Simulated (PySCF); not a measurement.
Delta-SCF ions had no search for a lower state. Excitations are Tamm–Dancoff values on a coarser integration grid. The basis has no diffuse functions, so Rydberg states are missing or too high.

Cartesian coordinates (Å):
SMILES: C#C/C=C\C=C
```xyz
12

C      2.8248    -0.6059     0.6094
C      1.9503     0.1727     0.3284
C      0.9478     1.1140    -0.0049
C     -0.3678     0.8382    -0.0977
C     -0.9653    -0.4575     0.1269
C     -2.2763    -0.6929     0.0253
H      3.5932    -1.2957     0.8576
H      1.2879     2.1258    -0.1952
H     -1.0390     1.6484    -0.3619
H     -0.2913    -1.2654     0.3908
H     -2.9735     0.0946    -0.2369
H     -2.6909    -1.6764     0.2004
```
Charge 0, multiplicity 1.

Problem. Give the LUMO, vertical ionisation energy (Delta-SCF), dipole moment, brightest of the four lowest singlets (TDA), S1 excitation (TDA), total energy, S1 oscillator strength and S1–T1 gap (TDA) at the level ωB97X-D3(BJ)/def2-TZVP // B3LYP-D3(BJ)/def2-TZVP in PySCF.

Solution. 
| Item | Result |
|---|---|
| LUMO | 0.47 eV |
| vertical ionisation energy (Delta-SCF) | 8.55 eV |
| dipole moment | 0.60 D |
| brightest of the four lowest singlets (TDA) | 5.33 eV |
| S1 excitation (TDA) | 5.33 eV |
| total energy | -6322.03 eV |
| S1 oscillator strength | 0.811 |
| S1–T1 gap (TDA) | 2.48 eV |
